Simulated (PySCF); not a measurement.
OSe (SMILES O=[Se]), triplet, geometry from GFN2-xTB. Base run: HF/3-21G (PySCF).

The PySCF input:
```python
from pyscf import gto, scf

mol = gto.M(
    atom='''
O    -0.00000000   -0.00000000   -1.29850896
Se    0.00000000    0.00000000    0.30553152
''',
    basis='3-21g',
    spin=2,
    verbose=4,
)

mf = scf.UHF(mol)
mf.kernel()
mo_i, mo_e, stable_i, stable_e = mf.stability(internal=True, external=True, return_status=True, nroots=6, tol=1e-6)
print('internally stable:', stable_i, ' externally stable:', stable_e)
if not stable_i:
    umf = mf.copy()
    umf.scf_summary = {}
    umf.kernel(umf.make_rdm1(mo_i, mf.mo_occ))
mf.analyze()
```

The bond that is stretched is that between atoms 1 and 2. A test that says stable can miss a lower solution.

Variants of this job, named by their change:

```json
[
 {"change": "base", "ΔE vs base (kcal/mol)": "0.000", "<S^2>": "2.017", "E after following the instability (Eh)": "-2462.86941", "<S^2> there": "2.01", "stability test says": "internal instability", "outcome": "converged"},
 {"change": "bond × 1.25", "ΔE vs base (kcal/mol)": "-", "<S^2>": "-", "E after following the instability (Eh)": "-", "<S^2> there": "-", "stability test says": "-", "outcome": "not converged"},
 {"change": "bond × 1.5", "ΔE vs base (kcal/mol)": "116.7", "<S^2>": "2.017", "E after following the instability (Eh)": "-2462.78890", "<S^2> there": "2.00", "stability test says": "internal instability", "outcome": "converged"},
 {"change": "bond × 1.8", "ΔE vs base (kcal/mol)": "188.1", "<S^2>": "2.015", "E after following the instability (Eh)": "-2462.69969", "<S^2> there": "2.96", "stability test says": "internal instability", "outcome": "converged"},
 {"change": "bond × 2.2", "ΔE vs base (kcal/mol)": "154.9", "<S^2>": "2.539", "E after following the instability (Eh)": "-2462.84112", "<S^2> there": "3.00", "stability test says": "internal instability", "outcome": "converged"},
 {"change": "bond × 3.0", "ΔE vs base (kcal/mol)": "17.20", "<S^2>": "3.001", "E after following the instability (Eh)": "-", "<S^2> there": "-", "stability test says": "external instability", "outcome": "converged"}
]
```

On stretching, the SCF can end on different states; <S^2> shows the spin contamination of each.
